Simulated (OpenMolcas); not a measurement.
# 3d⁵ along the 23-electron sequence

| Item | Value |
| --- | --- |
| Program | OpenMolcas |
| Method | MS-CASPT2, IPEA 0.25 Eh, imaginary shift 0.1 Eh |
| Basis | ANO-RCC-VTZP |
| Scalar Hamiltonian | DKH2, point nucleus |
| Spin-orbit coupling | state interaction with AMFI integrals over the reference wave functions, term energies averaged over their components |

Active space for each ion: 5 electrons in 5 orbitals (3d); closed shells correlated by CASPT2: 3s 3p.

Computed levels in cm-1 above ⁶S_5/2:

| Level | Fe3+ | Co4+ | Ni5+ | Cu6+ |
| --- | --- | --- | --- | --- |
| ⁴G_5/2 | 33330 | 38980 | 43260 | 47750 |
| ⁴G_7/2 | 33360 | 39030 | 43340 | 47880 |
| ⁴G_11/2 | 33370 | 39050 | 43360 | 47920 |
| ⁴G_9/2 | 33380 | 39060 | 43380 | 47950 |
| ⁴P_5/2 | 36850 | 43060 | 47610 | 52390 |
| ⁴P_3/2 | 36930 | 43200 | 47810 | 52690 |
| ⁴P_1/2 | 37020 | 43370 | 48050 | 53060 |
| ⁴D_7/2 | 40030 | 46750 | 51820 | 57220 |
| ⁴D_1/2 | 40110 | 46910 | 52050 | 57580 |
| weight of ⁶S in the lowest level (%) | 100 | 100 | 100 | 100 |

Measured, with the error of the calculation in %. Measured levels: Fe3+ from Corliss and Sugar, J. Phys. Chem. Ref. Data 11, 135 (1982); Co4+ from Sugar and Corliss, J. Phys. Chem. Ref. Data 10, 1097 (1981); Ni5+ from Corliss and Sugar, J. Phys. Chem. Ref. Data 10, 197 (1981); Cu6+ from the list in Gamrath, thesis, University of Mons (2023).

| Level | Fe3+ | Co4+ | Ni5+ | Cu6+ |
| --- | --- | --- | --- | --- |
| ⁴G_11/2 | 32246 (+3.5) | 37218 (+4.9) | 41921 (+3.4) |  |
| ⁴P_5/2 | 35254 (+4.5) | 40753 (+5.7) | 45884 (+3.8) | 50732 (+3.3) |
| ⁴P_3/2 | 35333 (+4.5) | 40891 (+5.7) | 46104 (+3.7) | 51067 (+3.2) |
| ⁴P_1/2 | 35407 (+4.6) | 41024 (+5.7) | 46325 (+3.7) | 51407 (+3.2) |
| ⁴D_7/2 | 38779 (+3.2) | 44709 (+4.6) | 50331 (+3.0) | 55742 (+2.6) |
| ⁴D_1/2 | 38897 (+3.1) | 44908 (+4.5) |  | 56210 (+2.4) |

⁴G_5/2 changes by a factor of 1.43 over the same range, with steps per unit of Z of +5650, +4280, +4490 cm-1.

Term energies are means over components that CASPT2 splits; among the terms shown or strongly mixed into the levels shown the widest spread is 450 cm-1 (3d⁵ ⁴G, Fe3+). Blocks of more than 70 roots (2S+1 = 2 even) ran without multistate coupling. Computed and measured levels are paired by configuration, term and J; levels that our copy of the source lacks, or whose pairing is in doubt (as where it misses far off the trend of its configuration), stay unpaired and out of the deviations. Levels of configurations outside the active space are missing.
